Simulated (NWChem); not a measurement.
All runs are NWChem calculations. System: silanone (H₂OSi), charge 0, spin multiplicity 1, at a geometry optimised with PBE0/def2-SVP. Level: RI-MP2/cc-pVTZ, 6 core orbitals frozen.

Part of the output:

```
             Northwest Computational Chemistry Package (NWChem) 7.3.0
             --------------------------------------------------------

                                NWChem Input Module
                                -------------------

 Scaling coordinates for geometry "geometry" by  1.889725989
 (inverse scale =  0.529177249)

 Turning off AUTOSYM since
 SYMMETRY directive was detected!

                             Geometry "geometry" -> ""
                             -------------------------

 Output coordinates in angstroms (scale by  1.889725989 to convert to a.u.)

  No.       Tag          Charge          X              Y              Z
 ---- ---------------- ---------- -------------- -------------- --------------
    1 Si                  14.0000     0.00000000     0.00000000     0.44097800
    2 O                    8.0000     0.00000000     0.00000000    -1.09106900
    3 H                    1.0000    -1.23535100     0.00000000     1.27742800
    4 H                    1.0000     1.23535100     0.00000000     1.27742800

 Effective nuclear repulsion energy (a.u.)      52.0007935892

            Nuclear Dipole moment (a.u.)
            ----------------------------
        X                 Y               Z
 ---------------- ---------------- ----------------
     0.0000000000     0.0000000000    -0.0000075589

      Symmetry information
      --------------------

 Group name             C2v
 Group number             16
 Group order               4
 No. of unique centers     3

      Symmetry unique atoms

     1    2    3


 Summary of "ao basis" -> "" (spherical)
 ------------------------------------------------------------------------------
       Tag                 Description            Shells   Functions and Types
 ---------------- ------------------------------  ------  ---------------------
 *                          cc-pvtz                   on all atoms

 Summary of "ri-mp2 basis" -> "" (spherical)
 ------------------------------------------------------------------------------
       Tag                 Description            Shells   Functions and Types
 ---------------- ------------------------------  ------  ---------------------
 *                         cc-pvtz-ri                 on all atoms

 Summary of "ao basis" -> "ao basis" (spherical)
 ------------------------------------------------------------------------------
       Tag                 Description            Shells   Functions and Types
[...]
     1   0 1 0     -0.000000      0.000000      0.000000
     1   0 0 1      1.715938      0.000000     -0.000008

     2   2 0 0    -14.316300      0.000000     10.899546
     2   1 1 0      0.000000      0.000000      0.000000
     2   1 0 1     -0.000000      0.000000      0.000000
     2   0 2 0    -12.299699      0.000000      0.000000
     2   0 1 1     -0.000000      0.000000      0.000000
     2   0 0 2    -16.850900      0.000000     55.385634

                               NWChem RI-MP2 Module
                               --------------------

 Summary of "ri-mp2 basis" -> "ri-mp2 basis" (spherical)
 ------------------------------------------------------------------------------
       Tag                 Description            Shells   Functions and Types
 ---------------- ------------------------------  ------  ---------------------
 Si                        cc-pvtz-ri               32      122   10s8p7d5f2g
 O                         cc-pvtz-ri               23       81   8s6p5d3f1g
 H                         cc-pvtz-ri               10       30   4s3p2d1f

 SCF Reference Information:
            File: './mol.movecs'
           Title: ''
    Size (AOxMO):     92 x     92
       Total Occ:              24.00
 RI-MP2 Calculation Information:
          Nr. of AO basis functions:         92
     Nr. of fitting basis functions:        263
               Nr. of MO spin cases:          1
        Nr. of MOs to be correlated:         86
     Nr. of occupied MOs correlated:          6
      Nr. of virtual MOs correlated:         80

          RI integral approximation: 'V'
    Threshold for Schwarz screening:  1.000E-09
 Smallest eigenvalue retained in fit  1.000E-08
    Type of storage for MO integrals 'EAF library'

 Transformation block size    6, requiring     1 integral passes.
 XForm_3cInts: Completed     1:    6 pass.
 Energy evaluation using block sizes     6    6
 RIMP2_V_E2: Approx. ints. done (    1:    6,    1:    6)
 RIMP2_V_E2: Copy to B done (    1:    6,    1:    6)
 RIMP2_V_E2: Denominators done (    1:    6,    1:    6)
 RIMP2_V_E2: Completed block (    1:    6,    1:    6)

          -------------------------------------------
          SCF energy                -364.979653273310
          Correlation energy          -0.363293170361
          Total MP2 energy          -365.342946443671
          -------------------------------------------

 -----------------------
 Performance information
 -----------------------

 Timer overhead =  1.33D-07 seconds/call

               Nr. of calls         CPU time (s)                 Wall time (s)                GFlops
             ---------------    -------------------     ------------------------------   -------------------
Name         Min   Avg   Max    Min     Avg     Max     Min     Avg     Max   Mx/calls   Min     Max     Sum
Overall       1     1     1    4.1     4.1     4.1      4.1     4.1     4.1     4.1      0.0     0.0     0.0
3c integr     1     1     1   0.70    0.70    0.70     0.70    0.70    0.70    0.70      0.0     0.0     0.0
Energy        1     1     1   5.32E-2 5.32E-2 5.32E-2  5.32E-2 5.32E-2 5.32E-2 5.32E-2   0.0     0.0     0.0
3c integr     1     1     1   0.69    0.69    0.69     0.69    0.69    0.69    0.69      0.0     0.0     0.0
First 2/3     3     3     3   4.76E-3 4.76E-3 4.76E-3  4.76E-3 4.76E-3 4.76E-3 1.59E-3   0.0     0.0     0.0
Final 1/3     1     1     1   4.34E-3 4.34E-3 4.34E-3  4.34E-3 4.34E-3 4.34E-3 4.34E-3   0.0     0.0     0.0
Write 3c      1     1     1   4.84E-4 4.84E-4 4.84E-4  4.84E-4 4.84E-4 4.84E-4 4.84E-4   0.0     0.0     0.0
Read 3c i     1     1     1   3.11E-4 3.11E-4 3.11E-4  3.11E-4 3.11E-4 3.11E-4 3.11E-4   0.0     0.0     0.0
Fitting b     1     1     1   5.83E-2 5.83E-2 5.83E-2  5.83E-2 5.83E-2 5.83E-2 5.83E-2   0.0     0.0     0.0
Schwarz i     1     1     1   3.36E-2 3.36E-2 3.36E-2  3.36E-2 3.36E-2 3.36E-2 3.36E-2   0.0     0.0     0.0
Form 4ci      1     1     1   6.66E-3 6.66E-3 6.66E-3  6.66E-3 6.66E-3 6.66E-3 6.66E-3   0.0     0.0     0.0
Form A &      1     1     1   4.43E-2 4.43E-2 4.43E-2  4.43E-2 4.43E-2 4.43E-2 4.43E-2   0.0     0.0     0.0
Denominat     1     1     1   2.29E-4 2.29E-4 2.29E-4  2.29E-4 2.29E-4 2.29E-4 2.29E-4   0.0     0.0     0.0
Pair Ener     1     1     1   7.84E-4 7.84E-4 7.84E-4  7.84E-4 7.84E-4 7.84E-4 7.84E-4   0.0     0.0     0.0

 The average no. of pstat calls per process was 1.60D+01
 with a timing overhead of 2.13D-06s

 Task  times  cpu:        4.1s     wall:        4.1s

 Total times  cpu:        4.1s     wall:        4.1s
```

Question: Write an NWChem input that would produce this output.

Answer: Several could match; the one computed here: 
```
start mol
memory heap 200 mb stack 900 mb global 1100 mb
geometry units angstroms nocenter noautoz
  Si     0.000000     0.000000     0.440978
  O      0.000000     0.000000    -1.091069
  H     -1.235351     0.000000     1.277428
  H      1.235351     0.000000     1.277428
  symmetry group C2v
end
basis spherical
  * library cc-pvtz
end
basis "ri-mp2 basis" spherical
  * library cc-pvtz-ri
end
scf
  rhf
  nopen 0
  maxiter 100
  thresh 1e-7
  semidirect memsize 60000000 filesize 0
end
mp2
  freeze core 6
end
task rimp2 energy
```
